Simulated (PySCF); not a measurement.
## Correlation energy of Mo(2+) (molybdenum, charge +2)

Starting occupation: [Kr] 4d4, 4d5/2 with m_j = -1/2, +1/2, +3/2, +5/2. Calculation: PySCF 2.14, in x2c-TZVPall-2c (8s9p7d1f, 77 functions); X2C-1e with screened-nucleus spin-orbit coupling, Gaussian nucleus. Frozen: [Ar] 3d10; 12 electrons correlated; the 6 highest virtual spinors left out.

MP2 pair energies summed by pair of shells (mhartree):

| pair | energy | share (%) |
| --- | --- | --- |
| 4d-4p | -98.44 | 40.7 |
| 4p-4p | -76.33 | 31.6 |
| 4d-4d | -27.48 | 11.4 |
| 4p-4s | -24.21 | 10.0 |
| 4d-4s | -10.75 | 4.4 |
| 4s-4s | -4.49 | 1.9 |

Total MP2 correlation energy: -241.70 mhartree.

The GHF reference relaxed away from the jj start to a determinant that is no pure jj level (⟨S²⟩ = 5.99, ⟨J²⟩ = 20.01); the energies belong to that determinant.

This basis was not built for core-valence correlation, so the inner-shell part is incomplete.
